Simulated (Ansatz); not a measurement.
Isomers of C2H2Si. Gas-phase values, no solvent. Strings in code marks are SMILES.

Quantity: electronic energy of isomers of C2H2Si relative to `C1=C[Si]1`, in kcal/mol. The restricted reference of `C#C[SiH]` is unstable towards unrestricted orbitals.

Case: `C#C[SiH]`. Geometry of `C#C[SiH]` (neutral, multiplicity 1, Å):

```xyz
5

C     -1.2644    -0.3654     0.3814
C     -0.0709    -0.2011     0.2319
Si     1.7365    -0.1892    -0.0769
H     -2.3120    -0.4930     0.5183
H      1.9109     1.2487     0.3897
```

Q: What is the computed electronic energy of isomers of C2H2Si relative to `C1=C[Si]1` (composite: frozen-core CCSD(T) with HF/cc-pVQZ and the correlation energy extrapolated as X^-3 from cc-pVTZ and cc-pVQZ, plus CCSDT(Q) minus CCSD(T) in cc-pVDZ // B3LYP-D3(BJ)/def2-TZVP (Ansatz, a quantum-chemistry and plane-wave program))?

A: 21.8 kcal/mol.
